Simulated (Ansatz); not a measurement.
Basis sets compared for the cluster Pb5Se10. Total charge 0; singlet. Geometry PBE-D4/def2-SVP. Ansatz on 2 threads of AMD EPYC 7R13 on a shared host and a share (18 GiB) of an NVIDIA H100 80GB HBM3; times are rough, and most runs start from earlier orbitals.

Cartesian coordinates in Å:
```
Pb -3.1943 -1.5506 0.8432
Pb 1.6956 -1.9833 -0.9983
Pb 0.5699 3.2726 1.4439
Pb 2.0399 -0.9635 3.1673
Pb 0.9739 2.2815 -2.1693
Se -0.0221 0.9541 2.9548
Se 2.8882 2.1408 0.1075
Se -1.2551 2.1298 -0.3340
Se 0.2051 -2.5666 1.8209
Se -4.1631 -0.0785 -1.2949
Se 1.2779 -0.2343 -3.0566
Se -2.3140 -0.6938 -2.6909
Se 3.2741 -0.1417 0.6625
Se -1.3773 -2.3284 -1.2277
Se -0.5988 -0.2380 0.7718
```

In the def2 sets Pb takes a core potential; there is no spin–orbit coupling. Single mean-field runs in def2-SVP, def2-TZVP are fitted with def2-universal-jkfit. The restricted singlet is unstable towards broken spin symmetry in Hartree–Fock (as tested in another run); at PBE-D4/def2-TZVP, PBE0-D4/def2-SVP, PBE0-D4/def2-TZVP this wasn't settled. Another isomer (singlet) lies 1.06 eV lower at PBE0-D4/def2-TZVP; other spin states weren't run for this one.

Binding counts from free atoms (Pb triplet, Se triplet) in the same basis, without a counterpoise term.

```json
{"level": "PBE-D4/def2-SVP (with forces)", "functions": "450", "energy (Eh)": "-24974.2522", "HOMO (eV)": "-4.45", "LUMO (eV)": "-3.28", "binding per atom (eV)": "3.00", "wall time": "6 s"}
{"level": "PBE0-D4/def2-SVP", "functions": "450", "energy (Eh)": "-24974.8020", "HOMO (eV)": "-5.32", "LUMO (eV)": "-2.75", "binding per atom (eV)": "2.77", "wall time": "6 s"}
```

(1) Estimate the rows for PBE-D4/def2-TZVP, PBE0-D4/def2-TZVP.

Answers

(1) 
| level | functions | energy (Eh) | HOMO (eV) | LUMO (eV) | binding per atom (eV) | wall time |
| --- | --- | --- | --- | --- | --- | --- |
| PBE-D4/def2-TZVP | 730 | -24977.2259 | -4.54 | -3.34 | 3.00 | 6 s |
| PBE0-D4/def2-TZVP | 730 | -24977.7707 | -5.39 | -2.78 | 2.79 | 10 s |
